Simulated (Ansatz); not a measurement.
Gas-phase electronic energies from Ansatz, PBE0-D4/def2-TZVP geometries. CCSD(T)/CBS is the MP2 limit (def2-TZVPP, def2-QZVPP) plus CCSD(T) − MP2 in def2-TZVPP, frozen cores. This one scheme is used for every species. DFT in def2-TZVPP. B3LYP here is the variant with VWN-RPA as its local correlation; programs differ in this. HSE06 is defined as in plane-wave codes. For Ga outer-core shells are correlated without core-valence functions, which leaves a few kJ/mol of doubt a bond. Scalar relativity is left out up to krypton. One conformer a species, not always the lowest.

Reaction (cleavage of the Si–Ga bond): `P[SiH2][GaH2]` + H–F → `F[SiH2]P` + `[GaH3]`

```tsv
level	ΔE (kJ/mol)	difference from CCSD(T)/CBS
revPBE-D4	-84.8	16.7
BLYP-D4	-103.7	-2.2
r2SCAN-D4	-106.9	-5.4
B97M-V	-119.4	-17.9
PBE0-D4	-90.4	11.1
B3LYP-D4	-106.9	-5.4
r2SCAN0-D4	-105.6	-4.1
HSE06-D4	-89.9	11.6
BHLYP-D4	-113.7	-12.2
CAM-B3LYP-D4	-118.5	-17.0
ωB97X-V	-112.1	-10.6
B2PLYP	-114.6	-13.1
PBE-QIDH	-101.5	0.0
PBE	-91.7	9.8
revPBE	-91.6	9.9
BLYP	-113.6	-12.1
PBE0	-95.3	6.2
B3LYP	-115.6	-14.1
r2SCANh	-107.9	-6.4
r2SCAN0	-107.4	-5.9
HSE06	-94.7	6.8
BHLYP	-124.0	-22.5
CAM-B3LYP	-124.0	-22.5
LC-ωPBE	-108.2	-6.7
RPA@PBE/def2-TZVPP	-106.0	-4.5
HF/def2-SVP	-120.8	-19.3
MP2/def2-SVP	-102.9	-1.4
CCSD/def2-SVP	-101.6	-0.1
CCSD(T)/def2-SVP	-99.1	2.4
HF/def2-TZVPP	-136.9	-35.4
MP2/def2-TZVPP	-106.1	-4.6
SCS-MP2/def2-TZVPP	-114.1	-12.6
CCSD/def2-TZVPP	-107.7	-6.2
CCSD(T)/def2-TZVPP	-103.4	-1.9
HF/def2-QZVPP	-140.2	-38.7
MP2/def2-QZVPP	-106.2	-4.7
SCS-MP2/def2-QZVPP	-114.4	-12.9
HF/CBS(def2)	-140.6	-39.1
MP2/CBS(def2)	-104.2	-2.7
CCSD/CBS(def2)	-105.8	-4.3
CCSD(T)/CBS	-101.5	0
```

Largest T1 diagnostic among the species: 0.014.

From PBE to PBE0 (25 % exact exchange), in def2-TZVPP and without D4, ΔE moves by −3.7 kJ/mol. Leaving LDA and LC-ωPBE aside and taking each functional with its dispersion term where it has one, the values spread over 34.5 kJ/mol, from B97M-V to revPBE-D4. The D4 term adds +8.8 kJ/mol with B3LYP and +4.9 kJ/mol with PBE0; it sums over pairs of atoms, weighted by their polarisabilities, and B3LYP, whose exchange is more repulsive, gets the larger term.
